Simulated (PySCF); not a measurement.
Bonds: Si1-Cl2 2.047 Å, Si1-Cl3 2.049 Å, Si1-Cl4 2.046 Å, Si1-N5 1.700 Å, N5-Si6 1.760 Å. N5 carries H7; Si6 carries H8, H9, H10.

Geometry: PBE0-D3(BJ)/def2-SVP; GIAO absolute shieldings from PySCF 2.14.0 with density-fitted response routines, gas phase, non-relativistic, averaged over equivalent atoms.

At KT2/pcSseg-1 (157 basis functions, 21 s wall time on 1 thread of an Arm Neoverse V1, shared host):
```
      atoms  σ (ppm)
        Si1    360.4
        Si6    413.8
Cl2/Cl3/Cl4    765.2
         N5    213.2
  H8/H9/H10    26.43
         H7    30.21
```

Estimate the result of repeating the calculation with PBE0/pcSseg-1.

## Answers


| atoms | σ at PBE0/pcSseg-1 | change |
| --- | --- | --- |
| Si1 | 348.9 | -11.5 |
| Si6 | 404.5 | -9.3 |
| Cl2/Cl3/Cl4 | 792.4 | +27.2 |
| N5 | 220.1 | +6.9 |
| H8/H9/H10 | 26.62 | +0.19 |
| H7 | 30.35 | +0.14 |

The largest change is at Cl2/Cl3/Cl4 (chlorine bonded to Si). Cost: 157 basis functions, 26 s wall time on 1 thread of an Arm Neoverse V1, shared host.

The averaged Cl atoms aren't alike in the static structure (σ from 740 to 797 ppm); the average presumes fast exchange among these sites.
